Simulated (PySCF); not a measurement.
AuCl4, charge -1, multiplicity 1. Atoms are numbered in the order given.

```xyz
5

Au     0.0000     0.0000     0.0000
Cl     2.3277     0.0000     0.0000
Cl     0.0000     2.3277     0.0000
Cl    -2.3277     0.0000     0.0000
Cl     0.0000    -2.3277     0.0000
```
Charge -1, spin multiplicity 1.

Geometry optimised at PBE0-D3(BJ)/def2-SVPD. The spin state was assumed, not searched. The isomer is the one that the SMILES or the coordinates give; other isomers of the formula were not compared. The def2 effective core potentials stand for the cores of Au; spin–orbit coupling is left out.

Calculation: B3LYP/def2-SVPD (PySCF).

Mulliken values depend strongly on the basis, most of all with diffuse functions as here. ESP charges are fitted to the potential on shells at 1.4 to 2.0 van der Waals radii. Atomic charges (e):

| atom | Mulliken | ESP fit |
|---|---|---|
| Au1 | 0.89 | … |
| Cl2 | -0.47 | … |
| Cl3 | -0.47 | … |
| Cl4 | -0.47 | … |
| Cl5 | -0.47 | … |

**Question.** Complete the blanks. (An estimate is asked for; the answer gives what the named calculation found.)

**Answer.** 
- Au1, ESP fit: 0.49
- Cl2, ESP fit: -0.37
- Cl3, ESP fit: -0.37
- Cl4, ESP fit: -0.37
- Cl5, ESP fit: -0.37
